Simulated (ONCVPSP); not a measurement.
copper: ONCV pseudisation with PBE, scalar-relativistic reference atom.

```
Element                 : copper
Generator               : ONCVPSP 4.0.1
Type                    : optimised norm-conserving Vanderbilt (ONCV)
Functional              : PBE
Relativity              : scalar-relativistic
Frozen core             : [Ne]
Valence charge          : 19
Reference configuration : 3s2 3p6 3d10 4s0.75 4p0.25
Partial waves           : 3s+4s: rc 1.25 bohr, ncon 4, nbas 8, qcut 9.5 1/bohr, 2 projectors; 3p+4p: rc 1.40 bohr, ncon 4, nbas 8, qcut 8.4 1/bohr, 2 projectors; 3d: rc 1.20 bohr, ncon 3, nbas 7, qcut 11.3 1/bohr, 2 projectors, debl 0.8 Ha
Local potential         : polynomial inside 0.80 bohr (lpopt 3, dvloc0 0 Ha)
Core correction         : Teter function, fcfact 5, rcfact 1.75
```

All-electron outer shells of the reference configuration (PBE, scalar-relativistic, ld1.x):

```json
{"shell": "2s", "level (eV)": "-1063.03", "outermost node (bohr)": "0.07", "outermost maximum (bohr)": "0.20"}
{"shell": "2p", "level (eV)": "-917.54", "outermost node (bohr)": "–", "outermost maximum (bohr)": "0.16"}
{"shell": "3s", "level (eV)": "-115.30", "outermost node (bohr)": "0.29", "outermost maximum (bohr)": "0.61"}
{"shell": "3p", "level (eV)": "-72.75", "outermost node (bohr)": "0.26", "outermost maximum (bohr)": "0.62"}
{"shell": "3d", "level (eV)": "-5.64", "outermost node (bohr)": "–", "outermost maximum (bohr)": "0.60"}
{"shell": "4s", "level (eV)": "-5.04", "outermost node (bohr)": "0.89", "outermost maximum (bohr)": "2.24"}
{"shell": "4p", "level (eV)": "-1.02", "outermost node (bohr)": "0.97", "outermost maximum (bohr)": "3.56"}
```

Problem. Does the generator finish with these settings?

Solution. Yes, a potential is produced and its reference levels are reproduced.

Problem. Estimate the cutoffs (Ha) at which the residual kinetic energy of the hardest occupied pseudo-wave falls to 1 and 0.1 mHa per electron.

Solution. 56 Ha and 64 Ha.

Problem. What does a ghost test show?

Solution. No bound ghost flagged; no localised positive-energy state flagged.

Problem. Which valence shell sets the plane-wave cutoff?

Solution. 3d: 56 Ha for 1 mHa per electron, against 32 Ha for 3p.

Its largest configuration-test error is -403 meV (3s1 3p6 3d10 4s1 4p0). 1 of 4 tests not solved or not reliable.
